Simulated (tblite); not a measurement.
Compound: C7H13 (doublet state).
Bonds: C1–C2 (double), C2–C3, C3–C4, C3–C5, C5–C6, C6–C7. Hydrogens: H8, H9 on C1; H10 on C2; H11, H12, H13 on C4; H14, H15 on C5; H16, H17 on C6; H18, H19, H20 on C7.

Computed geometry: GFN2-xTB, gas phase. This method treats the open shell by occupation alone, without spin polarisation.

(1) List the bond lengths, angles and torsions at this level.

Answers

(1) 
```tsv
bond	length (bohr)	order
C1=C2	2.581	double
C2–C3	2.623	single
C3–C4	2.821	single
C3–C5	2.819	single
C5–C6	2.909	single
C6–C7	2.877	single
C1–H8	2.031	single
C1–H9	2.031	single
C2–H10	2.049	single
C4–H11, C4–H12, C4–H13	2.060	single
C5–H14, C5–H15	2.065	single
C6–H16, C6–H17	2.063	single
C7–H18, C7–H19, C7–H20	2.056	single
```

Bonds in one row agree within 0.02 bohr and their mean is given. Orders are formal, as drawn. A selection of angles:
```tsv
angle	degrees
C2–C1–H8	122.1
C2–C1–H9	121.0
H8–C1–H9	116.9
C1–C2–C3	126.3
C1–C2–H10	117.3
C3–C2–H10	116.4
C2–C3–C4	121.7
C2–C3–C5	120.3
C4–C3–C5	118.0
C3–C4–H11	110.9
H11–C4–H12	107.2
C3–C5–C6	111.4
C3–C5–H14	110.2
C6–C5–H14	108.4
H14–C5–H15	108.2
C5–C6–C7	111.4
C5–C6–H16	108.8
C7–C6–H16	109.8
H16–C6–H17	107.8
C6–C7–H18	110.6
H18–C7–H19	108.4
```

Torsions: C1–C2–C3–C4 1° (synperiplanar); C2–C3–C5–C6 -97° (anticlinal); C3–C5–C6–C7 179° (antiperiplanar). The mirror-image conformer, all signs reversed, is as good.

Of the pairs four or more bonds apart, C4···H8 is among the closest relative to their van der Waals radii: 2.72 Å, 94 % of the sum of Bondi's values. C1 (carbon bonded to C and 2 H) is planar (angles 122.1°, 121.0° and 116.9°, sum 360.0°, 0.00 Å off the plane of its three neighbours). C2 (carbon bonded to 2 C and H) is planar (angles 126.3°, 117.3° and 116.4°, sum 360.0°, 0.00 Å off the plane of its three neighbours). C3 (carbon bonded to 3 C) is planar (angles 121.7°, 120.3° and 118.0°, sum 359.9°, 0.02 Å off the plane of its three neighbours). The 6 C–C bonds span 1.366 Å (C1=C2, drawn double in one of several resonance forms) to 1.539 Å (C5–C6, drawn single), a spread of 0.173 Å.

Point group: C1 (no symmetry element, even within 0.4 Å). Its GFN2-xTB frequencies are all real (lowest 49 cm⁻¹). 3 starts were optimised and ended at 0.00, 1.37 and 4.54 kcal/mol (GFN2-xTB); the lowest of these is shown.

On one thread, Arm Neoverse V1 (aarch64), shared host with 32 logical CPUs at a one-minute load of 20, this took 0.16 s wall. That covers the optimisation of the geometry.
